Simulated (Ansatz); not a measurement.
MnCl₂⁺. The state is a triplet with charge 1. Geometry B3LYP-D4/def2-TZVP, that of the neutral doublet; atoms count from 1.

```xyz
3

Mn    0.000    0.000    0.000
Cl   -0.259    0.972    1.910
Cl    0.259   -0.972   -1.910
```

The charge 1 triplet is spin-contaminated (final ⟨S²⟩ up to 3.47, 2.00 for a pure state). The structure comes from a short search, and lower isomers may exist.

(1) Estimate the Mulliken populations from the PBE0/def2-TZVP orbitals of Ansatz.

(2) Where does the spin sit?

(3) And the Mayer bond orders between bonded heavy atoms (over 0.3)?

## Answers

(1) 
| atom | charge (e) | spin (α − β) | d electrons |
| --- | --- | --- | --- |
| Mn1 | 0.99 | 2.95 | 5.26 |
| Cl2 | 0.01 | -0.48 | – |
| Cl3 | 0.01 | -0.48 | – |
Mulliken values and Mayer orders depend strongly on the basis.

(2) Summed by element: Mn 2.95, Cl -0.95, of 2 unpaired in all. Largest on single atoms: Mn1 2.95, Cl2 -0.48, Cl3 -0.48.

(3) Mn1–Cl2 1.20 (2.16 Å); Mn1–Cl3 1.20 (2.16 Å). Values over 0.3 also appear between atoms too far apart for a bond (Cl2–Cl3 0.32 at 4.32 Å); they arise where an orbital or an unpaired electron spreads over both atoms.
